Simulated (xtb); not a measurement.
CH₉FN₂Si₂, SMILES CN[Si@@H](F)N[SiH3]. All values are semi-empirical tight-binding results from xtb (GFN2-xTB unless named), good for trends rather than for accurate numbers. The structure is a stationary point at GFN2-xTB. The structure was generated by enumeration; whether it is a known compound was not checked. One conformer was computed; it need not be the lowest.

```json
{
  "orbital_gap": "5.28 eV",
  "dipole_moment": "2.29 D",
  "zero_point_energy": "65.6 kcal/mol",
  "G − E(el) at 298.15 K (modified RRHO)": "43.3 kcal/mol",
  "static polarisability (D4 model)": "91.7 bohr³",
  "solvation energy, GFN2-xTB/ALPB(water)": "-1.5 kcal/mol",
  "solvation energy, GFN2-xTB/ALPB(octanol)": "-4.9 kcal/mol"
}
```
